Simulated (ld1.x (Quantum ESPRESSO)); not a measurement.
**Ranking ultrasoft potentials for B (Z = 5)**

All share these settings but for the change named:

ld1.x (Quantum ESPRESSO) 7.5 input, shortened:

```
&input
   title='B', zed=5., rel=1, dft='PBE', iswitch=3,
   config='[He] 2s1.5 2p0 3d-2'
 /
 &inputp
   pseudotype=3, tm=.true., lloc=2,
   nlcc=.false.,
   which_augfun='PSQ', rmatch_augfun_nc=.true.
 /
5
2S  1  0   1.50   0.00  1.25  1.35  0.0
2S  1  0   0.00   3.15  1.25  1.35  0.0
2P  2  1   0.00   0.00  1.75  2.00  0.0
2P  2  1   0.00   1.15  1.75  2.00  0.0
3D  3  2  -2.00   0.10  1.60  1.60  0.0
 &test
   configts(1)='2s1.5 2p0'
 /
```

Test errors are all-electron minus pseudo excitation energies from the reference, over 2s2 2p1; 2s2 2p0; 2s1 2p0; 2s2 2p0.5; 2s0 2p3; 2s1 2p1; 2s1 2p2. None of these files shows a bound ghost.

The base gives 184.0 meV.

Of 10 variants that were run, those that failed, showed a ghost or another fault, or gave nearly equal values are left out.

A variant can come out equal or close to the base, since the largest error may sit in a test that the change hardly touches while other tests move.

Rank these variants by their largest absolute test error, smallest first.
A. augmentation PSQ, radius 1.20 bohr
B. waves 2p (bound): rcut 1.75, rcutus 3.10 bohr; 2p channel at 1.15 Ry: rcut 1.75, rcutus 3.10 bohr
C. waves 2s (bound): rcut 1.08, rcutus 1.14 bohr; 2s channel at 3.15 Ry: rcut 1.08, rcutus 1.14 bohr
D. core correction a·sin(br)/r model core inside 1.18 bohr
E. functional PBEsol; added wave 3d channel at 1.35 Ry: rc 1.60 bohr; local potential all-electron potential smoothed inside 1.55 bohr (lloc = -1)

E (75.3 meV), D (134.6 meV), B (191.7 meV), A (280.3 meV), C (365.4 meV).
